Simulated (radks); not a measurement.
The numbers below are computed, except where a source is named.
Mo+, configuration [Kr] 4d5. Code: a radial shooting solver on a logarithmic mesh with Libxc functionals. Model: scalar-relativistic Kohn-Sham, BP86, spin-polarised, spherical densities, finite nucleus; open shells are filled with parallel spins first (spin-orbit coupling, left out, can overturn this in heavy ions); Fermi nuclear charge, rms radius 4.4091 fm.

Normalised radial functions P(r) = r R(r), r in bohr:

```
   r/bohr * 4p up (the largest magnitude, 0.991, reaches the edge; | marks zero)
 0.002383                             *
 0.003612                             *
 0.005475                             *
   0.0083                             |*
  0.01248                             |*
  0.01892                             | *
  0.02868                             |   *
  0.04348                             |      *
  0.06538                             |        *
  0.09911                             |       *
   0.1502                             | *
   0.2278                   *         |
   0.3425               *             |
   0.5192                             *
    0.787                             |                    *
    1.193                             |                          *
    1.794                             |              *
     2.72                             |   *
    4.123                             *
    6.249                             *
```

4p up: eigenvalue -46.218 eV, 2 radial nodes at r = 0.160, 0.524 bohr, <r> = 1.24 bohr, 90 % of the charge inside 1.85 bohr.
